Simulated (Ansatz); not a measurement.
| atom | x (Å) | y (Å) | z (Å) |
| --- | --- | --- | --- |
| Sc | 0.0000 | 0.0000 | -0.4881 |
| O | 0.0000 | 0.0000 | 1.2813 |

Basis set: def2-TZVP (spherical functions). Left uncorrelated: 6 orbitals. Charge 0, multiplicity 2.

Computed with Ansatz (development build ahead of 0.2.0); each method stands on the lowest determinant of its kind that the runs found.

(1) Give the atomization energy at this shape (free ground-state atoms in the same class of orbitals less the molecule, no zero-point energy) of doublet ScO by UHF-MP2, UHF.

## Answers

(1)

```tsv
method	atomization energy
UHF-MP2	170.09 kcal/mol
UHF	63.80 kcal/mol
```
